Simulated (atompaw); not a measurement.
**What the settings do to the PAW (atompaw) potential of iron (Fe)**

Base potential:

| Item | Value |
| --- | --- |
| Element | iron |
| Generator | atompaw 4.2.0.5 |
| Type | PAW |
| Functional | PBEsol |
| Relativity | scalar-relativistic |
| Frozen core | [Ar] |
| Valence charge | 8 |
| Reference configuration | 3d6 4s1.5 4p0.5 |
| Partial waves | 4s (bound): rc 2.30 bohr; 4s channel at 0.15 Ry: rc 2.30 bohr; 4p (bound): rc 2.30 bohr; 4p channel at 1.75 Ry: rc 2.30 bohr; 3d (bound): rc 1.60 bohr; 3d channel at 2.35 Ry: rc 1.60 bohr |
| Local potential | bessel scheme, radius 2.00 bohr |
| Core correction | smooth core density matched at 1.65 bohr |
| Augmentation charge | besselshape compensation charge, radius 2.15 bohr; PAW radius 2.30 bohr; waves and projectors: custom polynom vanderbiltortho |

All-electron outer shells of the reference configuration (PBEsol, scalar-relativistic, ld1.x):

```json
{"shell": "3s", "level (eV)": "-94.67", "outermost node (bohr)": "0.33", "outermost maximum (bohr)": "0.70"}
{"shell": "3p", "level (eV)": "-60.83", "outermost node (bohr)": "0.30", "outermost maximum (bohr)": "0.72"}
{"shell": "3d", "level (eV)": "-8.40", "outermost node (bohr)": "–", "outermost maximum (bohr)": "0.71"}
{"shell": "4s", "level (eV)": "-5.88", "outermost node (bohr)": "1.00", "outermost maximum (bohr)": "2.38"}
{"shell": "4p", "level (eV)": "-1.74", "outermost node (bohr)": "1.10", "outermost maximum (bohr)": "3.25"}
```

Cutoffs, loose and tight: the cutoffs (Ry, on a coarse ladder) from which the occupation-weighted sum of valence levels, in a spherical-Bessel basis at the reference potential, stays within 10 and 1 mRy of its value at 400 Ry. They see the waves, projectors and local potential, not the compensation charge or the core. A dash means not determined.

A true bound ghost makes a file unfit for plane-wave use even where its test errors are small: the radial tests pick states by their node count and pass the ghost by.

| change | outcome | cutoff, loose | cutoff, tight | bound ghosts |
| --- | --- | --- | --- | --- |
| base | generated | 50 Ry | 70 Ry | none |
| all radii scaled by about 0.78 (s 1.80, p 1.80, d 1.26 bohr); local potential bessel scheme, radius 1.56 bohr; augmentation besselshape compensation charge, radius 1.68 bohr; PAW radius 1.80 bohr; waves and projectors: custom polynom vanderbiltortho; core correction smooth core density matched at 1.30 bohr | generated | 90 Ry | 120 Ry | s, p |
| all radii scaled by about 0.94 (s 2.16, p 2.16, d 1.50 bohr); local potential bessel scheme, radius 1.88 bohr; augmentation besselshape compensation charge, radius 2.02 bohr; PAW radius 2.16 bohr; waves and projectors: custom polynom vanderbiltortho; core correction smooth core density matched at 1.56 bohr | generated | 60 Ry | 90 Ry | none |
| all radii scaled by about 1.12 (s 2.58, p 2.58, d 1.80 bohr); local potential bessel scheme, radius 2.24 bohr; augmentation besselshape compensation charge, radius 2.42 bohr; PAW radius 2.58 bohr; waves and projectors: custom polynom vanderbiltortho; core correction smooth core density matched at 1.86 bohr | generated | 40 Ry | 55 Ry | none |

**Question.** What comes out with this change to the base: all radii scaled by about 0.85 (s 1.96, p 1.96, d 1.36 bohr); local potential bessel scheme, radius 1.70 bohr; augmentation besselshape compensation charge, radius 1.84 bohr; PAW radius 1.96 bohr; waves and projectors: custom polynom vanderbiltortho; core correction smooth core density matched at 1.40 bohr?

**Answer.** outcome: generated; cutoff, loose: 80 Ry; cutoff, tight: 100 Ry; bound ghosts: s, p.

**Question.** What comes out with this change to the base: all radii scaled by about 1.17 (s 2.68, p 2.68, d 1.88 bohr); local potential bessel scheme, radius 2.34 bohr; augmentation besselshape compensation charge, radius 2.52 bohr; PAW radius 2.68 bohr; waves and projectors: custom polynom vanderbiltortho; core correction smooth core density matched at 1.92 bohr?

**Answer.** outcome: generated; cutoff, loose: 30 Ry; cutoff, tight: 50 Ry; bound ghosts: none.

**Question.** What comes out with this change to the base: all radii scaled by about 1.26 (s 2.90, p 2.90, d 2.02 bohr); local potential bessel scheme, radius 2.52 bohr; augmentation besselshape compensation charge, radius 2.72 bohr; PAW radius 2.90 bohr; waves and projectors: custom polynom vanderbiltortho; core correction smooth core density matched at 2.08 bohr?

**Answer.** outcome: generated; cutoff, loose: 25 Ry; cutoff, tight: 45 Ry; bound ghosts: none.

Reading the sweep of the scale of all radii (base = 1) (base included, trends over the rows without a ghost): The loose cutoff falls from 60 Ry at 0.94 to 25 Ry at 1.26. A larger radius leaves more room for a smooth pseudo-wave, so fewer plane waves are needed; a smaller one forces it to follow the all-electron wave where it bends sharply. Bound ghosts are found at 0.78, 0.85.
